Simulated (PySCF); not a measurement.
Species: C9H7N.
Bonds: N1–C2 (triple), C2–C3, C3–C4 (aromatic), C4–C5 (aromatic), C5–C6 (aromatic), C6–C7 (aromatic), C7–C8 (aromatic), C7–C9, C9–C10, C3–C8 (aromatic), C6–C10. Hydrogens: H11 on C4; H12 on C5; H13 on C8; H14, H15 on C9; H16, H17 on C10.

The same species was optimised twice, with GFN2-xTB and with PBE0-D3(BJ)/def2-SVP (PySCF), and the same property calculations (PySCF, gas phase) were run on both structures.

```json
{"coordinate": "C2–C3 (Å)", "GFN2-xTB": "1.414", "PBE0-D3(BJ)/def2-SVP": "1.433", "change": "+0.019"}
{"coordinate": "C5–C6 (Å)", "GFN2-xTB": "1.374", "PBE0-D3(BJ)/def2-SVP": "1.387", "change": "+0.013"}
{"coordinate": "C7–C8 (Å)", "GFN2-xTB": "1.369", "PBE0-D3(BJ)/def2-SVP": "1.382", "change": "+0.013"}
{"coordinate": "N1≡C2 (Å)", "GFN2-xTB": "1.147", "PBE0-D3(BJ)/def2-SVP": "1.160", "change": "+0.013"}
{"coordinate": "C3–C4 (Å)", "GFN2-xTB": "1.397", "PBE0-D3(BJ)/def2-SVP": "1.409", "change": "+0.012"}
{"coordinate": "C9–C10 (Å)", "GFN2-xTB": "1.555", "PBE0-D3(BJ)/def2-SVP": "1.568", "change": "+0.013"}
{"coordinate": "C6–C10 (Å)", "GFN2-xTB": "1.505", "PBE0-D3(BJ)/def2-SVP": "1.512", "change": "+0.007"}
{"coordinate": "C7–C9 (Å)", "GFN2-xTB": "1.506", "PBE0-D3(BJ)/def2-SVP": "1.513", "change": "+0.007"}
{"coordinate": "C4–C5 (Å)", "GFN2-xTB": "1.392", "PBE0-D3(BJ)/def2-SVP": "1.397", "change": "+0.005"}
{"coordinate": "C3–C8 (Å)", "GFN2-xTB": "1.407", "PBE0-D3(BJ)/def2-SVP": "1.411", "change": "+0.004"}
{"coordinate": "C6–C7 (Å)", "GFN2-xTB": "1.398", "PBE0-D3(BJ)/def2-SVP": "1.396", "change": "-0.002"}
{"coordinate": "C3–C8–C7 (°)", "GFN2-xTB": "115.1", "PBE0-D3(BJ)/def2-SVP": "115.6", "change": "+0.5"}
{"coordinate": "C4–C3–C8 (°)", "GFN2-xTB": "122.3", "PBE0-D3(BJ)/def2-SVP": "121.8", "change": "-0.5"}
{"coordinate": "C2–C3–C8 (°)", "GFN2-xTB": "119.0", "PBE0-D3(BJ)/def2-SVP": "119.3", "change": "+0.3"}
{"coordinate": "C4–C5–C6 (°)", "GFN2-xTB": "115.7", "PBE0-D3(BJ)/def2-SVP": "116.0", "change": "+0.3"}
{"coordinate": "C6–C7–C9 (°)", "GFN2-xTB": "93.0", "PBE0-D3(BJ)/def2-SVP": "93.3", "change": "+0.3"}
{"coordinate": "C7–C9–C10 (°)", "GFN2-xTB": "86.9", "PBE0-D3(BJ)/def2-SVP": "86.7", "change": "-0.2"}
{"coordinate": "C6–C10–C9 (°)", "GFN2-xTB": "87.0", "PBE0-D3(BJ)/def2-SVP": "86.8", "change": "-0.2"}
{"coordinate": "C8–C7–C9 (°)", "GFN2-xTB": "144.4", "PBE0-D3(BJ)/def2-SVP": "144.2", "change": "-0.2"}
```

Rotational constants: A = 3895, B = 903.7, C = 740.4 MHz (GFN2-xTB) against A = 3854, B = 887.1, C = 727.8 MHz (PBE0-D3(BJ)/def2-SVP). Point groups within 0.08 Å: Cs and Cs.

On the GFN2-xTB structure: HOMO (eV) -7.44 [PBE0/pcSseg-1]; LUMO (eV) -1.40 [PBE0/pcSseg-1]; dipole (D) 5.39 [PBE0/pcSseg-1]; GIAO shielding of N1 (ppm) -45.4 [PBE0/pcSseg-1]; GIAO shielding of C2 (ppm) 61.6 [PBE0/pcSseg-1]; GIAO shielding of C3 (ppm) 71.2 [PBE0/pcSseg-1]; GIAO shielding of C4 (ppm) 47.7 [PBE0/pcSseg-1]; GIAO shielding of C5 (ppm) 58.7 [PBE0/pcSseg-1]; GIAO shielding of C6 (ppm) 30.4 [PBE0/pcSseg-1]; GIAO shielding of C7 (ppm) 34.9 [PBE0/pcSseg-1]; GIAO shielding of C8 (ppm) 54.0 [PBE0/pcSseg-1].

What do these properties become on the PBE0-D3(BJ)/def2-SVP structure?

| property | level | on GFN2-xTB | on PBE0-D3(BJ)/def2-SVP | change |
| --- | --- | --- | --- | --- |
| HOMO (eV) | PBE0/pcSseg-1 | -7.44 | -7.45 | -0.01 |
| LUMO (eV) | PBE0/pcSseg-1 | -1.40 | -1.46 | -0.06 |
| dipole (D) | PBE0/pcSseg-1 | 5.39 | 5.41 | +0.02 |
| energy, GFN2-xTB geometry as zero (kcal/mol) | PBE0/pcSseg-1 | 0.0 | -0.4 | -0.4 |
| GIAO shielding of N1 (ppm) | PBE0/pcSseg-1 | -45.4 | -51.5 | -6.1 |
| GIAO shielding of C2 (ppm) | PBE0/pcSseg-1 | 61.6 | 59.5 | -2.1 |
| GIAO shielding of C3 (ppm) | PBE0/pcSseg-1 | 71.2 | 67.7 | -3.5 |
| GIAO shielding of C4 (ppm) | PBE0/pcSseg-1 | 47.7 | 45.5 | -2.2 |
| GIAO shielding of C5 (ppm) | PBE0/pcSseg-1 | 58.7 | 56.1 | -2.6 |
| GIAO shielding of C6 (ppm) | PBE0/pcSseg-1 | 30.4 | 29.2 | -1.2 |
| GIAO shielding of C7 (ppm) | PBE0/pcSseg-1 | 34.9 | 33.8 | -1.1 |
| GIAO shielding of C8 (ppm) | PBE0/pcSseg-1 | 54.0 | 51.5 | -2.5 |

The heavy atoms differ by 0.020 Å rms after alignment. Among bonds between heavy atoms C2–C3 changes most (+0.019 Å). Changes are differences of the printed values. Neither structure is proved a minimum here.
